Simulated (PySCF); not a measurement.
This PySCF input asks for the NMR shieldings of SMILES C=CCCC#[N+][BH2-]O, C5H10BNO; the geometry comes from GFN2-xTB.

```python
import basis_set_exchange as bse
import numpy as np
from pyscf import gto, dft
from pyscf.prop import nmr

atoms = """
C    -3.546299   -0.519714   -0.211895
C    -2.524615   -0.288848    0.589819
C    -1.090851   -0.376081    0.169527
C    -0.400884    0.994007    0.331581
C     0.972499    0.905679   -0.066650
N     2.068548    0.797438   -0.389851
B     3.542806    0.192242   -0.372143
O     3.353795   -1.135213    0.118829
H    -4.565080   -0.452900    0.128224
H    -3.405793   -0.797531   -1.243670
H    -2.688465   -0.010941    1.622812
H    -0.568046   -1.107484    0.791286
H    -1.023900   -0.700266   -0.870292
H    -0.908735    1.743341   -0.282671
H    -0.443767    1.314525    1.377106
H     3.922268    0.314782   -1.496714
H     4.067189    0.897431    0.429517
H     3.230572   -1.764148   -0.589763
"""
names = dict.fromkeys(["C", "N", "B", "O", "H"], "pcSseg-1")
basis = {el: gto.basis.parse(bse.get_basis(n, elements=[el], fmt="nwchem")) for el, n in names.items()}
mol = gto.M(atom=atoms, basis=basis, charge=0, verbose=0)
mf = dft.RKS(mol, xc="PBE0")
mf.grids.level = 2
mf.grids.alignment = dft.numint.BLKSIZE   # the property module wants whole blocks of grid points
mf.conv_tol = 1e-9
mf.kernel()

calc = nmr.RKS(mf)   # GIAO
C = mf.mo_coeff
Co = C[:, mf.mo_occ > 0]
resp = mf.gen_response(singlet=True, hermi=2)
def vind(x):   # induced exchange potential for any number of trial vectors
    d = np.einsum("pi,xij,qj->xpq", C, 2 * x.reshape(-1, C.shape[1], Co.shape[1]), Co, optimize=True)
    return np.einsum("xpq,pi,qj->xij", resp(d - d.transpose(0, 2, 1)), C, Co, optimize=True).ravel()
mo1, _ = nmr.rhf.solve_mo1(calc, with_cphf=vind)
sigma = calc.kernel(mo1)
for i, s in enumerate(sigma):   # ppm
    w = np.linalg.eigvalsh((s + s.T) / 2)
    print("%2d %-2s iso %8.1f  s11 %8.1f  s22 %8.1f  s33 %8.1f" % (i, mol.atom_pure_symbol(i), w.mean(), *w))
```

Problem. What are the results?

Solution. 
```
 0 C  iso     60.3  s11    -53.3  s22     76.3  s33    157.9
 1 C  iso     43.6  s11    -78.0  s22     53.0  s33    155.9
 2 C  iso    150.6  s11    135.4  s22    146.8  s33    169.7
 3 C  iso    167.4  s11    152.4  s22    166.1  s33    183.6
 4 C  iso     56.9  s11    -33.9  s22    -31.9  s33    236.5
 5 N  iso     13.0  s11   -147.4  s22   -140.4  s33    327.0
 6 B  iso    111.5  s11     97.2  s22    112.8  s33    124.6
 7 O  iso    284.1  s11    240.4  s22    271.9  s33    340.0
 8 H  iso     26.2  s11     23.3  s22     25.2  s33     30.0
 9 H  iso     26.0  s11     22.5  s22     25.4  s33     30.1
10 H  iso     25.7  s11     23.4  s22     24.8  s33     28.8
11 H  iso     28.8  s11     24.6  s22     28.7  s33     33.0
12 H  iso     29.3  s11     25.3  s22     29.6  s33     33.0
13 H  iso     29.3  s11     24.9  s22     28.6  s33     34.6
14 H  iso     29.0  s11     24.2  s22     28.3  s33     34.3
15 H  iso     28.9  s11     25.6  s22     29.1  s33     32.0
16 H  iso     28.5  s11     25.0  s22     28.9  s33     31.5
17 H  iso     30.6  s11     24.5  s22     26.5  s33     40.8
```

These numbers come from an equivalent density-fitted implementation of the same equations, which agrees with the script to about 0.01 ppm for H and up to a few tenths of a ppm for heavy atoms, so last digits may differ.

Size and cost of the density-fitted run: 186 basis functions, 86 s wall time (76 s CPU) on 1 thread of an Intel Xeon, shared host; peak memory 0.82 GiB.
